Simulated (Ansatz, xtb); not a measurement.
Breaking the Sn1–H2 bond in HISn (SMILES [SnH][I]) (multiplicity 1 held, fragments rigid). Energies count from the point at 1.783 Å.
Geometry at that point (charge 0, multiplicity 1):
```tsv
atom	x (Å)	y (Å)	z (Å)
Sn	0.4523	0.9150	0.9654
H	0.7303	2.1769	-0.2634
I	-0.4405	-0.9043	-0.9058
```

Restricted levels (R-, RO-) in cc, def2 and unpolarised 6-31G sets keep to the state of the molecule at rest. Unrestricted levels (U-) break spin symmetry where that is lower. Levels need not reach the same state.

Correlated levels freeze the cores. Filled d and f shells under p-block atoms count as core.

Run with Ansatz (Gaussian basis) for Hartree–Fock, density functionals and correlated methods; xtb for the GFN methods. Values without a source in brackets are computed. In def2 rows elements past Kr take small-core potentials, without spin–orbit coupling. The GFN methods have no spin term and hold the electronic entropy of 300 K.

Question: One of these levels gives 62.56 kcal/mol for the energy at R = 5.706 Å. Which one is it?
A. U-SCS-MP2/def2-TZVPP
B. R-HF/def2-TZVPP
C. R-PBE/def2-TZVPP
D. GFN2-xTB

Answer: A, U-SCS-MP2/def2-TZVPP. The others give 91.96 (GFN2-xTB), 133.25 (R-HF/def2-TZVPP), 84.60 (R-PBE/def2-TZVPP)

Doubts at one or more of the structures used: a restricted determinant that unrestricted orbitals would lower (R-HF/def2-TZVPP, R-PBE/def2-TZVPP); a spin-contaminated determinant (U-SCS-MP2/def2-TZVPP).

Ansatz is a quantum-chemistry and plane-wave program.
